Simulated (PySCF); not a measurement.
Computed properties of BH5O3Si, SMILES [SiH3]OB(O)O

BH₅O₃Si, SMILES OB(O)O[SiH3]. Coordinates come from a PBE0-D3(BJ)/def2-SVP optimisation. One conformer was computed; it need not be the lowest. All values are computed for the isolated molecule unless a solvent is named; none is compared with measurement here.

**Structure.** The optimised structure has Cs symmetry. All 24 harmonic modes at PBE0-D3(BJ)/def2-SVP (PySCF) are real, so it is a minimum. With heavy atoms numbered as in [B:1]([OH:2])([OH:4])[O:6][SiH3:7], the shortest bond between them is B1–O6 at 1.360 Å and the longest O6–Si7 at 1.670 Å.

**Vibrations.** The strongest infrared lines (harmonic, unscaled, degenerate partners summed) lie at 1492 cm⁻¹ (708 km/mol, B 70 %, O 23 %), 1440 cm⁻¹ (391 km/mol, B 72 %, O 26 %), 967 cm⁻¹ (307 km/mol, H 74 %, O 20 %). The softest mode is at 80 cm⁻¹ and the zero-point energy is 40.5 kcal/mol.

**Electronic structure.** r2SCAN/def2-TZVP (PySCF) places the frontier levels at -7.70 and -0.29 eV, a gap of 7.41 eV, and gives a dipole moment of 2.99 D and a mean polarisability of 49.4 bohr³. PBE/def2-TZVP (PySCF) at the same geometry gives -7.33 and -0.92 eV, so its gap is 1.00 eV narrower. An orbital gap is neither the optical nor the fundamental gap.

**Excitations.** TDDFT-B3LYP/def2-SVPD (PySCF) has S1 at 6.97 eV (178 nm, f = 0.005, weak); the most intense of the 10 singlets computed lies at 8.45 eV (f = 0.06). T1 (TDA) is at 6.84 eV. TDDFT-PBE/def2-SVPD (PySCF) puts S1 at 6.17 eV. No vertical singlet excitation falls in the visible range (under 3.1 eV).

**NMR.** GIAO shifts at PBE0/pcSseg-1 (PySCF) (non-relativistic, atoms alike by connectivity averaged): ¹H from 2.6 to 5.2 ppm against TMS; ²⁹Si at -34.5 ppm against TMS; ¹¹B at 5.6 ppm against BF3.
